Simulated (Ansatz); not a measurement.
This geometry of F2HSi2 (5 atoms, charge 1, multiplicity 1) is a first-order saddle point.

All numbers below come from RHF/def2-SVP in Ansatz.

```xyz
5
Properties=species:S:1:pos:R:3
F 1.471 0.263 0.928
Si 0.188 -0.218 0.174
F 0.199 -1.731 -0.219
Si -1.767 1.006 0.196
H -0.091 0.679 -1.079
```

**Question.** Which two structures does it join? (They come from a converged band through this point; their orientation in space is the band's.)

**Answer.** Bonds broken: Si4–H5. Bonds formed: Si2–H5.

Initial state:

```xyz
5
Properties=species:S:1:pos:R:3
F 1.685 -0.052 1.111
Si 0.372 -0.447 0.366
F 0.360 -1.980 0.076
Si -1.554 1.135 -0.116
H -0.864 1.344 -1.437
```

Final state:

```xyz
5
Properties=species:S:1:pos:R:3
F 1.298 0.372 0.874
Si 0.189 -0.034 -0.182
F -0.058 -1.598 -0.169
Si -1.852 0.752 0.989
H 0.423 0.508 -1.511
```

**Question.** How far does it lie above each of them?

**Answer.** 0.60 eV above the first and 0.62 eV above the second. This is the barrier of this one path; another mechanism may lie lower. The orbitals stay closed-shell, which can raise the energy where a bond breaks towards radicals; this wasn't checked here. Limits of this set-up: the dipole of an ion depends on the origin.

Time of the run: 73 s on 1 thread of Arm Neoverse V2, with other jobs on the host, peak memory 0.12 GiB.
